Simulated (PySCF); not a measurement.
PySCF input for C3H7S, SMILES C[C](C)S, multiplicity 2, PBE/pcH-1. Coordinates come from a B3LYP-D3(BJ)/def2-SVP optimisation. The isomer is the one that the SMILES or the coordinates give; other isomers of the formula were not compared. One conformer was computed; it need not be the lowest.

```python
import numpy as np
from pyscf import gto, scf, dft
from pyscf.prop.hfc import uks as hfc

mol = gto.M(
    atom='''
    C     1.33219625   -1.05994766    0.06244672
    C     0.01592710   -0.36544491    0.20921958
    C    -1.25870862   -1.14057851    0.12669875
    S     0.02930989    1.35111008   -0.18252559
    H     1.52204647   -1.39464261   -0.97977472
    H     1.36302797   -1.96288507    0.69571275
    H     2.17386968   -0.41139580    0.35362784
    H    -2.10679126   -0.59681275    0.57606179
    H    -1.54435071   -1.37145977   -0.92180712
    H    -1.15864307   -2.10431032    0.65346708
    H    -1.25460559    1.61957164    0.15293171
    ''',
    basis='pcH-1',
    charge=0,
    spin=1,
    max_memory=1600,
    verbose=3,
)
mf = dft.UKS(mol, xc='pbe').density_fit(auxbasis='def2-universal-jkfit')
mf.grids.level = 3
mf.conv_tol = 1e-10
mf.max_cycle = 100
mf.kernel()
fine, coarse = mf.grids, dft.Grids(mol).set(level=1).build(with_non0tab=True)
for _ in range(3):  # follow internal instabilities
    mf.grids = coarse
    mo, _, stable, _ = mf.stability(return_status=True, nroots=4)
    mf.grids = fine
    if stable:
        break
    mf.kernel(mf.make_rdm1(mo, mf.mo_occ))
A = hfc.HFC(mf).make_fcdip(mf.make_rdm1())  # Fermi contact and dipolar terms, MHz
print('atom   A(iso)/MHz   principal dipolar parts/MHz')
for i, a in enumerate(A):
    w = np.linalg.eigvalsh((a + a.T) / 2)
    print(f'{mol.atom_symbol(i):2s}{i + 1:3d} {w.mean():12.2f}', (w - w.mean()).round(2))
```

Program output:

```

WARN: HOMO -0.166080847748759 >= LUMO -0.166080847748759

converged SCF energy = -516.332974166448  <S^2> = 0.7530808  2S+1 = 2.0030784
<class 'pyscf.df.df_jk.DFUKS'> wavefunction is stable in the internal stability analysis
atom   A(iso)/MHz   principal dipolar parts/MHz
C   1       -25.28 [-1.7  -0.93  2.63]
C   2       127.42 [-71.57 -70.56 142.13]
C   3       -16.78 [-1.88 -1.65  3.53]
S   4        -1.22 [-18.1  -14.07  32.17]
H   5       115.47 [-3.91 -2.84  6.75]
H   6        37.40 [-4.58 -3.93  8.51]
H   7        18.66 [-4.13 -3.69  7.82]
H   8        31.96 [-4.47 -3.83  8.29]
H   9       115.26 [-3.91 -2.79  6.7 ]
H  10        16.68 [-4.81 -3.76  8.57]
H  11         6.55 [-3.37 -2.05  5.42]
```

Self-consistency was reached.

Cost: roughly 6 core-minutes.
